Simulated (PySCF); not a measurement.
C2H5S, SMILES CC[S], multiplicity 2. Atoms are numbered in the order given.

```xyz
8

C     -0.3324    -1.6251     0.0000
C      0.6155    -0.4324     0.0000
S     -0.1599     1.1895     0.0000
H     -0.9795    -1.6100     0.8874
H      0.2324    -2.5707     0.0000
H     -0.9795    -1.6100    -0.8874
H      1.2935    -0.4476     0.8730
H      1.2935    -0.4476    -0.8730
```
Charge 0, spin multiplicity 2.

Geometry: PBE-D3(BJ)/def2-TZVP. The isomer is the one that the SMILES or the coordinates give; other isomers of the formula were not compared.

These are B3LYP/def2-TZVPD in PySCF values and carry that method's errors.

Mulliken values depend strongly on the basis, most of all with diffuse functions as here. ESP charges are fitted to the potential on shells at 1.4 to 2.0 van der Waals radii. Atomic charges (e):

```tsv
atom	ESP fit	meta-Löwdin	Mulliken	Mulliken spin
C1	-0.27	-0.32	-0.83	-0.02
C2	0.30	-0.24	-0.25	-0.07
S3	-0.24	-0.03	-0.18	1.00
H4	0.07	0.11	0.25	0.01
H5	0.05	0.11	0.26	0.00
H6	0.07	0.11	0.25	0.01
H7	0.00	0.13	0.25	0.04
H8	0.00	0.13	0.25	0.04
```
